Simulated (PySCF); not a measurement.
Molecule: `[O-][n+]1ccccc1`, C5H5NO.

Numbering as in the mapped SMILES `[O-:1][n+:2]1[cH:3][cH:4][cH:5][cH:6][cH:7]1` (H(Xn): hydrogen on atom n).

Geometry PBE0-D3(BJ)/def2-SVP throughout; GIAO in PySCF, gas phase, one conformer, non-relativistic; equivalent atoms averaged; functional PBE0.

Problem. How do the shifts δ (against H2O, NH3, TMS at the same level) depend on the basis set? (ppm; last column core-seconds on shared hosts with different chips, so compare them loosely)

Solution. 
```
    basis set  functions     O1     N2  C3/C7  C4/C6     C5  H(C3)/H(C7)  H(C4)/H(C6)  H(C5)  core-s
       STO-3G         40  574.0  176.7  124.8  109.9   96.0         7.58         6.95   6.05     3.4
     pcSseg-0         73  574.9  337.9  154.5  137.1  125.2         8.11         7.22   6.61     5.4
        6-31G         73  464.7  300.0  138.8  123.0  113.1         8.15         7.24   6.71     6.4
       6-31G*        108  423.9  300.2  134.0  120.7  110.9         7.79         6.93   6.50     9.6
      cc-pVDZ        123  466.8  323.4  138.6  126.2  115.8         7.79         6.96   6.60      10
     def2-SVP        123  464.8  319.0  137.4  124.5  113.9         7.68         6.89   6.43     9.6
     pcSseg-1        144  486.5  345.2  145.8  131.6  121.8         8.11         7.13   6.75      12
  aug-cc-pVDZ        206  421.3  318.3  140.1  124.8  116.4         8.20         7.33   7.03      21
6-311+G(2d,p)        219  442.7  334.9  143.9  129.5  120.5         8.11         7.23   6.91      28
    def2-TZVP        247  455.3  343.3  144.9  131.2  121.6         8.10         7.26   6.89      28
      cc-pVTZ        280  458.4  339.9  143.6  130.4  120.7         8.02         7.23   6.87      34
     IGLO-III        295  456.7  344.6  148.8  134.1  124.7         8.14         7.24   6.90      36
     pcSseg-2        322  462.4  348.3  149.7  135.4  125.7         8.16         7.28   6.90      46
```

Problem. Which nucleus moves most, in ppm?

Solution. N2 (cationic ring nitrogen): from 176.7 ppm with STO-3G to 348.3 ppm with pcSseg-2. The smallest spread is 0.44 ppm, at H(C4)/H(C6). Proton shifts span only some 12 ppm, so a few tenths of a ppm matter as much there as several ppm in carbon.

Problem. Taking the largest basis, pcSseg-2 (322 functions), as the yardstick, rank the others by their worst heavy-atom deviation.

Solution. IGLO-III 5.8 ppm (295 functions), def2-TZVP 7.1 ppm (247 functions), cc-pVTZ 8.4 ppm (280 functions), 6-311+G(2d,p) 19.7 ppm (219 functions), pcSseg-1 24.0 ppm (144 functions), cc-pVDZ 24.9 ppm (123 functions), def2-SVP 29.3 ppm (123 functions), aug-cc-pVDZ 41.1 ppm (206 functions), 6-31G* 48.1 ppm (108 functions), 6-31G 48.3 ppm (73 functions), pcSseg-0 112.5 ppm (73 functions), STO-3G 171.7 ppm (40 functions).

A small basis that lands close on one nucleus may do so by chance; judge by the trend and by all nuclei.
